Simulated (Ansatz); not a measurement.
Ideal-gas functions of C₂H₄AlFO, SMILES `C=[C](F)[AlH][OH]` at 800 K and 1 bar, from an Ansatz frequency run at PBE0-D4/def2-TZVP.

Molar mass 90.03 g/mol, point group Cs (symmetry number 1), electronic degeneracy 1, moments of inertia 63.484, 207.467, 270.951 u Å². Harmonic wavenumbers (cm⁻¹, unscaled): 69, 117, 264, 282, 369, 375, 515, 574, 612, 688, 777, 870, 927, 950, 1202, 1388, 1672, 1954, 3154, 3256, 3968.

Use S(trans) = R[1.5 ln M + 2.5 ln T − 1.1517]; rotational temperatures θ = 24.2544 K / I; S(rot) = R[ln(√π/σ · √(T³/θAθBθC)) + 1.5]; for each mode x = 1.438777 ν̃/T, S = R[x/(eˣ − 1) − ln(1 − e⁻ˣ)] and H = RT x/(eˣ − 1); 1 cm⁻¹ = 0.0119627 kJ/mol; R = 8.31446 J/(mol·K).

Q: By hand: the entropy, in J/(mol·K).

A: Translation 185.5. Rotation: θ = 0.3821, 0.1169, 0.0895 K, giving 123.6. Vibration, mode by mode: 25.67, 21.29, 14.59, 14.05, 11.87, 11.75, 9.24, 8.41, 7.92, 7.05, 6.18, 5.39, 4.97, 4.80, 3.36, 2.58, 1.72, 1.15, 0.19, 0.16, 0.05, in all 162.4. Electronic 0.0. Sum 471.5 J/(mol·K).

Q: By hand: H − E and G − E in kJ/mol, counted from the electronic energy.

A: Zero-point energy ½ × 23983 × 0.0119627 = 143.5; thermal vibration 63.0; translation, rotation and pV give 4 RT = 26.6. H − E = 233.1 kJ/mol, and G − E = 233.1 − 800 × 471.5/1000 = -144.1 kJ/mol.

Vibration gives 34 % of the entropy, 47.0 J/(mol·K) of it from the modes under 150 cm⁻¹: soft modes count most, and the harmonic formula is weakest for them. The sum counts one conformer and one mirror image; others add a mixing term.
